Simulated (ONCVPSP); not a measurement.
# Before and after: ONCV potential for cadmium

```json
{
 "Element": "cadmium",
 "Generator": "ONCVPSP 4.0.1",
 "Type": "optimised norm-conserving Vanderbilt (ONCV)",
 "Functional": "PBE",
 "Relativity": "scalar-relativistic",
 "Frozen core": "[Ar] 3d10",
 "Valence charge": "20",
 "Reference configuration": "4s2 4p6 4d10 5s1 (charge +1)",
 "Partial waves": "4s+5s: rc 1.40 bohr, ncon 4, nbas 9, qcut 7.3 1/bohr, 3 projectors, debl 1.6 Ha; 4p: rc 1.30 bohr, ncon 3, nbas 8, qcut 8.3 1/bohr, 1 projector; 4d: rc 1.40 bohr, ncon 4, nbas 9, qcut 9.2 1/bohr, 3 projectors, debl 0.9 Ha",
 "Local potential": "polynomial inside 1.30 bohr (lpopt 5, dvloc0 0 Ha)",
 "Core correction": "Teter function, fcfact 4.75, rcfact 1"
}
```

All-electron outer shells of the reference configuration (PBE, scalar-relativistic, ld1.x):

```json
{"shell": "3d", "level (eV)": "-402.41", "outermost node (bohr)": "–", "outermost maximum (bohr)": "0.27"}
{"shell": "4s", "level (eV)": "-114.75", "outermost node (bohr)": "0.43", "outermost maximum (bohr)": "0.79"}
{"shell": "4p", "level (eV)": "-75.82", "outermost node (bohr)": "0.43", "outermost maximum (bohr)": "0.84"}
{"shell": "4d", "level (eV)": "-20.51", "outermost node (bohr)": "0.42", "outermost maximum (bohr)": "0.98"}
{"shell": "5s", "level (eV)": "-13.06", "outermost node (bohr)": "1.06", "outermost maximum (bohr)": "2.23"}
```

Change: s: qcut 10.6; p: qcut 12; d: qcut 13.3.

Cutoffs: the cutoffs (Ha) at which the residual kinetic energy of the hardest occupied pseudo-wave falls to 1 and 0.1 mHa per electron; they do not see the model core or the augmentation charge, which bear on the density cutoff. Errors are all-electron minus pseudo energies relative to the spin-unpolarised reference configuration.

Problem. What does the change do?

Solution. The potential gets harder (34 Ha and 39 Ha → 44 Ha and 53 Ha); the bound ghost in s disappears; of the 4 tests that both files solve, the error grows in 2 and shrinks in 1 by more than 15 % and 0.3 meV (median size 4.4 → 5.6 meV).

```tsv
quantity	base	changed
cutoff, loose	34 Ha	44 Ha
cutoff, tight	39 Ha	53 Ha
loose cutoff by channel	s 23 Ha, p 19 Ha, d 34 Ha	s 36 Ha, p 44 Ha, d 42 Ha
bound ghosts	s	none
GHOST(+) flags under 300 eV	none	none
error for 4s2 4p6 4d10 5s2, meV [ΔE -9.27 eV]	+0.9	+1.4
error for 4s2 4p6 4d10 5s0, meV [ΔE 17.13 eV]	-4.2	-3.1
error for 4s2 4p6 4d9 5s0, meV [ΔE 55.13 eV]	-8.1	+8.1
error for 4s2 4p6 4d8 5s0, meV [ΔE 109.20 eV]	-4.6	+23
s: phases at 1.42 bohr within 0.05 rad from the reference energy up to (Ha; the scan ends near 5)	to the end of the scan	to the end of the scan
p: phases at 1.32 bohr within 0.05 rad from the reference energy up to (Ha; the scan ends near 5)	2.7	2.8
d: phases at 1.42 bohr within 0.05 rad from the reference energy up to (Ha; the scan ends near 5)	to the end of the scan	to the end of the scan
rms error of d²Exc/dni dnj with the model core, mHa	0.80	1.14
```

 A true bound ghost makes a file unfit for plane-wave use even where its test errors are small: the radial tests pick states by their node count and pass the ghost by.
